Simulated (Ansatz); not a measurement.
`F[BH][AlH2]` + `C#C[SeH]` → `C#C[Se]BF` + `[AlH3]` at 400 K and 1 bar (cleavage of the B–Al bond).

Program: Ansatz. Geometries: PBE0-D4/def2-TZVP. ΔE: electronic, gas phase. CBS: MP2 limit from def2 TZ/QZ plus the TZ coupled-cluster correction, frozen cores. This one scheme is used for every species. For Se outer-core shells are correlated without core-valence functions, which leaves a few kJ/mol of doubt a bond. Scalar relativity is left out up to krypton. One conformer a species, not always the lowest.

```csv
species,CCSD(T)/CBS energy (Eh),H − E (kJ/mol),S (J/(mol·K))
`F[BH][AlH2]`,-368.40257,95.5,317.1
`C#C[SeH]`,-2477.92583,88.5,296.1
`C#C[Se]BF`,-2602.59174,120.0,359.3
`[AlH3]`,-243.78045,63.6,220.9
```

H − E and S are ideal-gas, rigid-rotor, harmonic terms from PBE0-D4/def2-TZVP, for one conformer and one mirror image of each species. 1 Eh = 2625.50 kJ/mol, R = 8.31446 J/(mol·K).

**Question.** By hand: ΔE, ΔH, ΔS and ΔG.

**Answer.** ΔE = (-2602.59174) + (-243.78045) − (-368.40257) − (-2477.92583) = -0.04379 Eh = -115.0 kJ/mol. Δ(H − E) = 120.0 + 63.6 − 95.5 − 88.5 = -0.4, so ΔH = -115.4 kJ/mol. ΔS = 359.3 + 220.9 − 317.1 − 296.1 = -33.0 J/(mol·K). ΔG = -115.4 − 400 × (-33.0)/1000 = -102.2 kJ/mol.

**Question.** By hand: the equilibrium constant, and the temperature at which ΔG would vanish if ΔH and ΔS stayed fixed.

**Answer.** log₁₀ K = −ΔG/(RT ln 10) = 13.3. ΔG = 0 at ΔH/ΔS = 3497 K, far beyond where these terms or the molecules hold.

ΔH outweighs TΔS. A doubt of 5 kJ/mol in ΔE shifts log₁₀ K by 0.7 here. Other conformers and mirror images would add mixing entropy, several J/(mol·K) or more a flexible species. These are equilibria of isolated gas molecules and say nothing of rates. Largest T1 diagnostic: 0.014 (customary marks: 0.02 for closed shells, 0.045 for open ones).
